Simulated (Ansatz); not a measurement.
Stepwise reaction of `[F][Zr]([F])([F])[F]` with ammonia, as a gas-phase model of exchange steps in deposition or etching. ΔE in kJ/mol.

Gas-phase electronic energies from Ansatz, PBE0-D4/def2-TZVP geometries. CCSD(T)/CBS adds triple-zeta CCSD(T) − MP2 to the extrapolated MP2 energy (def2 sets, frozen cores). This one scheme is used for every species. Functionals use def2-TZVPP. B3LYP here is the variant with VWN-RPA as its local correlation; programs differ in this. Elements past krypton have def2 core potentials. For Zr outer-core shells are correlated without core-valence functions, which leaves a few kJ/mol of doubt a bond. One conformer a species, not always the lowest.

```csv
step,reaction,PBE-D4,B3LYP-D4,ωB97M-V,CCSD(T)/CBS
2,`[NH2][Zr]([F])([F])[F]` + NH₃ → `[NH2][Zr]([NH2])([F])[F]` + H–F,119.1,120.0,121.3,111.9
3,`[NH2][Zr]([NH2])([F])[F]` + NH₃ → `[NH2][Zr]([NH2])([NH2])[F]` + H–F,122.4,123.4,124.3,114.2
4,`[NH2][Zr]([NH2])([NH2])[F]` + NH₃ → `[NH2][Zr]([NH2])([NH2])[NH2]` + H–F,131.7,132.7,133.2,123.1
```

Task: Give the row of step 1, `[F][Zr]([F])([F])[F]` + NH₃ → `[NH2][Zr]([F])([F])[F]` + H–F. (An estimate is asked.)

Result: The calculation gave: 
| step | reaction | PBE-D4 | B3LYP-D4 | ωB97M-V | CCSD(T)/CBS |
| --- | --- | --- | --- | --- | --- |
| 1 | `[F][Zr]([F])([F])[F]` + NH₃ → `[NH2][Zr]([F])([F])[F]` + H–F | 117.1 | 117.1 | 118.2 | 109.7 |

Task: By hand: ΔE of the 4 steps together at CCSD(T)/CBS.

Result: (109.7) + (111.9) + (114.2) + (123.1) = 458.9 kJ/mol, or 114.7 kJ/mol a step.

In ΔE each step is higher than the one before. All are uphill at CCSD(T)/CBS. PBE-D4 differs from CCSD(T)/CBS by 7.2 to 8.6 kJ/mol a step. Isolated molecules leave out the surface, adducts and barriers. Largest T1 diagnostic: 0.018.
